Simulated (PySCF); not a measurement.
Shapes and spin states of BrOsN

Level of theory: PBE0/[Os def2-SVP with ECP60, N def2-SVP, Br def2-SVP], scalar-relativistic core potentials, density fitting, no spin–orbit coupling, PySCF.

Relaxations began from a few typed shapes and spin states; open shells are unrestricted. The search is not exhaustive: other isomers or separated fragments can lie lower, and high-lying points may rest on an excited occupation.

```json
{"spin": "triplet", "group": "Cs", "bonds": "Os–Br 2.395 Å, Os–N 1.623 Å", "angles": "Br–Os–N 126.6°", "imaginary modes (cm⁻¹)": "none", "ΔE (kJ/mol)": "0.0", "ΔE with ZPE (kJ/mol)": "0.0"}
{"spin": "broken-symmetry Ms = 0 (⟨S²⟩ 0.60)", "group": "Cs", "bonds": "Os–Br 2.380 Å, Os–N 1.604 Å", "angles": "Br–Os–N 116.3°", "imaginary modes (cm⁻¹)": "none", "ΔE (kJ/mol)": "7.3", "ΔE with ZPE (kJ/mol)": "7.6"}
{"spin": "singlet (closed shell, unstable to spin polarisation)", "group": "Cs", "bonds": "Os–Br 2.368 Å, Os–N 1.596 Å", "angles": "Br–Os–N 111.0°", "imaginary modes (cm⁻¹)": "none", "ΔE (kJ/mol)": "16.5", "ΔE with ZPE (kJ/mol)": "17.3"}
{"spin": "triplet", "group": "C∞v", "bonds": "Os–Br 2.477 Å, Os–N 1.634 Å", "angles": "Br–Os–N 180.0°", "imaginary modes (cm⁻¹)": "108i, 108i", "ΔE (kJ/mol)": "25.9", "ΔE with ZPE (kJ/mol)": "–"}
{"spin": "singlet (closed shell, unstable to spin polarisation)", "group": "C∞v", "bonds": "Os–Br 2.495 Å, Os–N 1.593 Å", "angles": "Br–Os–N 180.0°", "imaginary modes (cm⁻¹)": "105i, 105i", "ΔE (kJ/mol)": "67.0", "ΔE with ZPE (kJ/mol)": "–"}
{"spin": "quintet", "group": "Cs", "bonds": "Os–Br 2.412 Å, Os–N 1.693 Å", "angles": "Br–Os–N 119.6°", "imaginary modes (cm⁻¹)": "none", "ΔE (kJ/mol)": "129.7", "ΔE with ZPE (kJ/mol)": "128.7"}
{"spin": "quintet", "group": "C∞v", "bonds": "Os–Br 2.511 Å, Os–N 1.712 Å", "angles": "Br–Os–N 180.0°", "imaginary modes (cm⁻¹)": "158i", "ΔE (kJ/mol)": "190.8", "ΔE with ZPE (kJ/mol)": "–"}
```

The lowest minimum found is the triplet Cs: Os–Br 2.395 Å, Os–N 1.623 Å; Br–Os–N 126.6°.

Formally Os is in oxidation state +4, d4, with 2 unpaired electrons (the high-spin count would be 4). The Mulliken spin on Os is 1.88. The polar-tensor charge on Os, 0.83, is far below the formal one.

For the lowest minimum: open d and f shells are described by one determinant, and the ground state may have another occupation or spin. Spin–orbit coupling, left out here, can matter for elements this heavy.

The electron or spin density has lower symmetry than the nuclear frame for the broken-symmetry Ms = 0 (⟨S²⟩ 0.60) Cs at 7.3 kJ/mol, triplet C∞v at 25.9 kJ/mol, quintet C∞v at 190.8 kJ/mol.
